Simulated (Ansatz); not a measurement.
`[SbH2][I]`, 4 atoms. Charge 0, multiplicity 1. Correlated methods include outer-core shells of I, Sb, which these sets cover unevenly. Sb, I: def2 effective core potential. All runs use 2 threads of an Arm Neoverse V1 on a shared host. Correlated methods freeze the cores. Open-shell runs search over several starts.

(1) Give the basis size and wall time and peak host memory of each of these runs in Ansatz. UKS PBE-D4/def2-TZVPP energy of the cation; UKS B2PLYP (frozen core)/def2-TZVPP energy of the cation; UKS B3LYP-D4/def2-TZVPP energy of the cation; RKS PBE0-D4/def2-QZVPP energy; RKS ωB97M-V/def2-TZVPP energy and forces; RHF-MP2/def2-QZVPP energy; UKS ωB97X-V/def2-TZVPP energy of the cation; UKS ωB97M-V/def2-TZVPP energy of the cation; direct RPA on PBE orbitals/def2-TZVPP energy; RHF-CCSD(T)/def2-SVP energy; UHF-MP2/def2-QZVPP energy of the cation; RKS PBE0-D4/def2-SVP energy. (Best estimate.)

## Answers

(1) Computed: Other jobs shared the machine, so times are rough.

| level | job | functions | wall time | peak host memory (GiB) |
| --- | --- | --- | --- | --- |
| RKS PBE0-D4/def2-SVP | energy | 62 | 1.1 s | 0.29 |
| RHF-CCSD(T)/def2-SVP | energy | 62 | 1.4 s | 0.29 |
| direct RPA on PBE orbitals/def2-TZVPP | energy | 128 | 3.5 s | 0.29 |
| RKS PBE0-D4/def2-QZVPP | energy | 224 | 4 s | 0.51 |
| RHF-MP2/def2-QZVPP | energy | 224 | 6 s | 0.54 |
| RKS ωB97M-V/def2-TZVPP | energy and forces | 128 | 7.5 s | 0.31 |
| UKS PBE-D4/def2-TZVPP | energy of the cation | 128 | 8 s | 0.29 |
| UKS B3LYP-D4/def2-TZVPP | energy of the cation | 128 | 8.5 s | 0.32 |
| UKS B2PLYP (frozen core)/def2-TZVPP | energy of the cation | 128 | 11 s | 0.34 |
| UKS ωB97X-V/def2-TZVPP | energy of the cation | 128 | 30 s | 0.59 |
| UKS ωB97M-V/def2-TZVPP | energy of the cation | 128 | 36 s | 0.63 |
| UHF-MP2/def2-QZVPP | energy of the cation | 224 | 44 s | 0.64 |

B3LYP here is the variant with VWN-RPA as its local correlation; programs differ in this.
